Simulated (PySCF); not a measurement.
BrOCl3 (singlet). All numbers come from PBE/[Br def2-SVP, O def2-SVP, Cl def2-SVP], no relativity, density fitting, PySCF.

Harmonic bands of its minimum:

```
ω (cm⁻¹)  IR (km/mol, summed over degenerate members)  degeneracy
      36                                          0.0           2
      97                                          4.5           1
     203                                          0.6           2
     252                                          1.6           1
     294                                          186           2
     895                                         31.3           1
```

Task: The central atom is Br. Infer the point group and assign the bands.

Result: C3v. The modes span 3e + 3a1: 36 e, 97 a1, 203 e, 252 a1, 294 e, 895 a1. The computed geometry has Br–Cl 2.417 Å (×3), Br–O 1.632 Å; Cl–Br–Cl 115.8° (×3), Cl–Br–O 102.1° (×3).

Other isomers or separated fragments may lie lower.
